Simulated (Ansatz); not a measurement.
Compare A (`N[SiH2]BF`) with its isomer B (`BN[SiH2]F`).

Isolated molecules relaxed with PBE0-D4/def2-TZVP in Ansatz; ΔE leaves out vibrations. CCSD(T)/CBS is the MP2 limit (def2-TZVPP, def2-QZVPP) plus CCSD(T) − MP2 in def2-TZVPP, frozen cores. DFT in def2-TZVPP. B3LYP here is the variant with VWN-RPA as its local correlation; programs differ in this. Each species was taken in one conformer, which may not be the lowest.

A:

Z-matrix (Å, degrees):
```
Si
B 1 2.035
N 1 1.724 2 107.7
H 1 1.501 2 107.9 3 -125.5
H 1 1.490 2 111.6 3 118.8
F 2 1.323 1 119.8 3 -167.7
H 2 1.206 1 124.5 3 13.3
H 3 1.007 1 120.6 2 175.8
H 3 1.007 1 119.3 2 -41.0
```

B:

Z-matrix (Å, degrees):
```
Si
N 1 1.727
F 1 1.598 2 110.7
H 1 1.480 2 109.5 3 -116.8
H 1 1.475 2 108.4 3 118.5
B 2 1.404 1 125.5 3 -100.6
H 2 1.011 1 117.4 3 78.3
H 6 1.197 2 118.6 1 -0.9
H 6 1.196 2 119.8 1 179.4
```

**Question.** Which isomer does CCSD(T)/CBS put lower? Give the gap. (An estimate is asked.)

**Answer.** The calculation gave: B, by 43.1 kcal/mol.

**Question.** Give E(B) − E(A) in kcal/mol with PBE-D4, PBE0-D4, B2PLYP, ωB97M-V, B3LYP-D4, CCSD(T)/def2-TZVPP, HF/def2-TZVPP. (Estimate.)

**Answer.** The calculation gave: PBE-D4 -38.1, PBE0-D4 -39.7, B2PLYP -43.2, ωB97M-V -42.9, B3LYP-D4 -42.0, CCSD(T)/def2-TZVPP -42.7, HF/def2-TZVPP -44.5. None reverses the order clearly.

**Question.** Does the order hold for the free energy at 298.15 K (harmonic terms from PBE0-D4)? (Estimate.)

**Answer.** The calculation gave: Yes: G(B) − G(A) = -41.5 kcal/mol, for one conformer each. Modes under 60 cm⁻¹, often nearly free rotors, make the harmonic entropy too high.

Largest T1 diagnostic: 0.013.

Leaving LDA and LC-ωPBE aside and taking each functional with its dispersion term where it has one, the values, not all of them listed here, spread over 5.8 kcal/mol, from BHLYP-D4 to revPBE-D4. LDA lies −1.5 kcal/mol from PBE without D4. At CCSD(T), def2-SVP lies +2.8 kcal/mol from the extrapolated value and def2-TZVPP +0.5 kcal/mol.
